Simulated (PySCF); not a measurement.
## How the functional moves excitation energies

Species: CH₁₀OSi₃.
InChI=1S/CH10OSi3/c1-4-5(2)3/h2,5H,4H2,1,3H3/t5-/m1/s1

Linear-response calculations in the def2-SVPD basis (PySCF; singlets by full response, triplets Tamm–Dancoff, core orbitals frozen in the response; HF means time-dependent Hartree–Fock). 'Strongest' is the level of largest summed f among the singlets computed (10 roots, of which the last may lack a degenerate partner); it can jump between rows when another state enters that window. S1 is the lowest singlet of each run and needn't be the same state throughout; f(S1) is that of one state. Geometry: PBE0-D3(BJ)/def2-SVP, one conformer, isolated molecule.

```csv
functional,kind,S1 (eV),f(S1),strongest (eV),T1 (eV),HOMO (eV),gap (eV),"ionisation energy, ΔSCF (eV)"
LDA,LDA,4.94,0.015,6.42,4.53,-6.45,4.70,9.06
PBE,GGA,5.01,0.013,6.59,4.52,-6.37,4.80,8.96
PBE0,"global hybrid, 25% exact exchange",5.49,0.023,7.13,4.85,-7.48,6.71,9.23
BHandHLYP,"global hybrid, 50% exact exchange",5.86,0.031,7.61,5.20,-8.48,8.54,9.36
CAM-B3LYP,range-separated hybrid,5.67,0.024,7.43,5.07,-8.72,8.92,9.38
wB97X-D,range-separated hybrid,5.74,0.029,7.65,5.14,-9.25,10.19,9.35
LC-wPBE,range-separated hybrid,5.97,0.034,8.05,5.17,-9.98,11.26,9.52
HF,Hartree–Fock,6.46,0.058,8.47,5.45,-10.02,12.03,not settled
```

What does B3LYP (global hybrid, 20% exact exchange) give?

S1 (eV) 5.40, f(S1) 0.019, strongest (eV) 6.97, T1 (eV) 4.88, HOMO (eV) -7.29, gap (eV) 6.34, ionisation energy, ΔSCF (eV) 9.23. S1 runs from 4.94 eV (LDA) to 6.46 eV (HF), a spread of 1.52 eV, while the orbital gap spreads over 7.3 eV. Along PBE (0%), B3LYP (20%), PBE0 (25%), BHandHLYP (50%), HF (100%) S1 rises with the share of exact exchange. −ε(HOMO) comes closest to its own ΔSCF ionisation energy with wB97X-D (-0.10 eV) and misses most with LDA (-2.62 eV). 'Not settled' means that the ion's SCF failed to converge or may have ended in another state than the lowest.
